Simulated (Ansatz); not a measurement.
Geometry optimisation, UKS PBE/def2-SVP (Ansatz 0.2.0).

The input (input.yaml):

```yaml
crystal:
  periodic: [false, false, false]
  atoms:
    - { symbol: W, position_ang: [0.005888, 0.183246, 0.442236] }
    - { symbol: H, position_ang: [-0.112748, -1.438103, 1.151847] }
    - { symbol: F, position_ang: [1.840304, -0.160839, 0.46977] }
    - { symbol: F, position_ang: [0.145597, 2.046399, 0.520868] }
    - { symbol: Cl, position_ang: [-2.285983, -0.12188, 0.436765] }
    - { symbol: Cl, position_ang: [0.062186, -2.407565, 0.048832] }
    - { symbol: F, position_ang: [-0.069578, 0.321904, -1.447346] }
    - { symbol: O, position_ang: [-0.115525, 0.405582, 2.361151] }
    - { symbol: H, position_ang: [-0.524541, -0.169843, 3.032978] }
magnetization:
  spin_polarized: true
  initial_magnetization: 1
basis:
  gaussian: { orbitals: def2-SVP }
hamiltonian:
  xc: pbe
relax:
  f_tol: 0.03
  max_steps: 50
```

Run as:

```bash
$ ansatz run input.yaml --threads 4 --pin off --max-ram 5120MiB --backend cpu --events-out ev --progress --plain --runs-dir out
```

Q: Where does it end, and by what steps?

A: The run converged. The force dipped under the threshold on the way, but the program's further checks kept it going. After 46 steps the energy has fallen by 1.160 eV; H2 moved furthest, 1.30 Å.

```json
{"step": "0", "energy less start (eV)": "0.0000", "largest force component (eV/Å)": "1.831", "accepted": "yes"}
{"step": "2", "energy less start (eV)": "-0.2088", "largest force component (eV/Å)": "0.780", "accepted": "yes"}
{"step": "4", "energy less start (eV)": "-0.3529", "largest force component (eV/Å)": "0.582", "accepted": "yes"}
{"step": "6", "energy less start (eV)": "-0.5816", "largest force component (eV/Å)": "0.787", "accepted": "yes"}
{"step": "8", "energy less start (eV)": "-0.6910", "largest force component (eV/Å)": "0.969", "accepted": "yes"}
{"step": "10", "energy less start (eV)": "-0.8099", "largest force component (eV/Å)": "0.639", "accepted": "yes"}
{"step": "12", "energy less start (eV)": "-0.8717", "largest force component (eV/Å)": "0.119", "accepted": "yes"}
{"step": "14", "energy less start (eV)": "-0.9313", "largest force component (eV/Å)": "0.654", "accepted": "yes"}
{"step": "16", "energy less start (eV)": "-0.9831", "largest force component (eV/Å)": "0.860", "accepted": "yes"}
{"step": "18", "energy less start (eV)": "-1.0576", "largest force component (eV/Å)": "0.751", "accepted": "yes"}
{"step": "20", "energy less start (eV)": "-1.0931", "largest force component (eV/Å)": "0.848", "accepted": "yes"}
{"step": "22", "energy less start (eV)": "-1.1119", "largest force component (eV/Å)": "0.177", "accepted": "yes"}
{"step": "24", "energy less start (eV)": "-1.1154", "largest force component (eV/Å)": "0.141", "accepted": "yes"}
{"step": "26", "energy less start (eV)": "-1.1161", "largest force component (eV/Å)": "0.048", "accepted": "yes"}
{"step": "28", "energy less start (eV)": "-1.1197", "largest force component (eV/Å)": "0.157", "accepted": "yes"}
{"step": "30", "energy less start (eV)": "-1.1284", "largest force component (eV/Å)": "0.230", "accepted": "yes"}
{"step": "32", "energy less start (eV)": "-1.1340", "largest force component (eV/Å)": "0.118", "accepted": "yes"}
{"step": "34", "energy less start (eV)": "-1.1403", "largest force component (eV/Å)": "0.264", "accepted": "yes"}
{"step": "36", "energy less start (eV)": "-1.1475", "largest force component (eV/Å)": "0.133", "accepted": "yes"}
{"step": "38", "energy less start (eV)": "-1.1516", "largest force component (eV/Å)": "0.206", "accepted": "yes"}
{"step": "40", "energy less start (eV)": "-1.1554", "largest force component (eV/Å)": "0.068", "accepted": "yes"}
{"step": "42", "energy less start (eV)": "-1.1580", "largest force component (eV/Å)": "0.102", "accepted": "yes"}
{"step": "44", "energy less start (eV)": "-1.1587", "largest force component (eV/Å)": "0.147", "accepted": "no"}
{"step": "46", "energy less start (eV)": "-1.1598", "largest force component (eV/Å)": "0.029", "accepted": "yes"}
```

```xyz
9
Properties=species:S:1:pos:R:3
W -0.222 0.399 0.472
H 1.054 -1.841 0.737
F 1.642 -0.263 0.642
F 0.358 2.170 0.298
Cl -2.441 0.973 0.041
Cl -0.171 -2.403 0.793
F -0.090 -0.239 -1.272
O -0.483 0.247 2.299
H -0.703 -0.384 3.008
```

Whether the end is a true minimum wasn't checked by a vibrational analysis.

Run time: 3.5 min on 4 threads of Arm Neoverse V1, with other jobs on the host, peak memory 0.27 GiB.
